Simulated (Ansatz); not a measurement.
Stepwise reaction of `[Br][Al]([Br])[Br]` with hydrogen fluoride, as a gas-phase model of exchange steps in deposition or etching. ΔE in kJ/mol.

Computed with Ansatz on PBE0-D4/def2-TZVP structures; ΔE is electronic, products minus reactants. CBS: MP2 limit from def2 TZ/QZ plus the TZ coupled-cluster correction, frozen cores. This one scheme is used for every species. DFT in def2-TZVPP. B3LYP here is the variant with VWN-RPA as its local correlation; programs differ in this. For Br outer-core shells are correlated without core-valence functions, which leaves a few kJ/mol of doubt a bond. Scalar relativity is left out up to krypton.

| step | reaction | PBE-D4 | B3LYP-D4 | ωB97M-V | CCSD(T)/CBS |
| --- | --- | --- | --- | --- | --- |
| 1 | `[Br][Al]([Br])[Br]` + H–F → `[F][Al]([Br])[Br]` + HBr | -16.9 | -24.7 | -21.9 | -16.5 |
| 2 | `[F][Al]([Br])[Br]` + H–F → `[F][Al]([F])[Br]` + HBr | -17.2 | -24.9 | -21.6 | -17.9 |
| 3 | `[F][Al]([F])[Br]` + H–F → `[F][Al]([F])[F]` + HBr | -16.5 | -23.9 | -20.6 | -18.6 |

(1) By hand: ΔE of the 3 steps together at CCSD(T)/CBS.

Answers

(1) (-16.5) + (-17.9) + (-18.6) = -53.0 kJ/mol, or -17.7 kJ/mol a step.

In ΔE the steps differ by no more than 2.1 kJ/mol. All are downhill at CCSD(T)/CBS. PBE-D4 differs from CCSD(T)/CBS by -0.4 to 2.1 kJ/mol a step. Isolated molecules leave out the surface, adducts and barriers. Largest T1 diagnostic: 0.013.
